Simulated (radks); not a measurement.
Results of a calculation; reference values are marked as such.
Polarisability of the terbium ion Tb3+, [Xe] 4f8, at imaginary frequency. Level of theory: scalar-relativistic Kohn-Sham, exchange-only LDA, spin-polarised, spherical densities, finite nucleus; open shells are filled with parallel spins first (spin-orbit coupling, left out, can overturn this in heavy ions); Fermi nuclear charge, rms radius 5.06 fm (a radial shooting solver on a logarithmic mesh with Libxc functionals). Response by self-consistent Sternheimer equations with the Hartree and adiabatic exchange-only LDA kernel, the relativistic mass of each level held fixed and spin-orbit coupling left out.

w (hartree),alpha1(iw) (bohr^3)
0.00266,5.722
0.0143,5.720
0.0360,5.711
0.0697,5.683
0.118,5.615
0.186,5.482
0.280,5.254
0.413,4.899
0.605,4.376
0.892,3.635
1.35,2.693
2.12,1.705
3.59,0.8923
6.94,0.3600
17.5,0.08641

Static values: alpha1 = 5.722 bohr^3 (0.8479 angstrom^3; uncoupled 11.05). C6 = 31.30, triple-dipole C9 = 123.4 atomic units. One-pole (London) frequency 4 C6 / (3 alpha1^2) = 1.275 hartree, against 1.092 for minus the highest occupied eigenvalue.
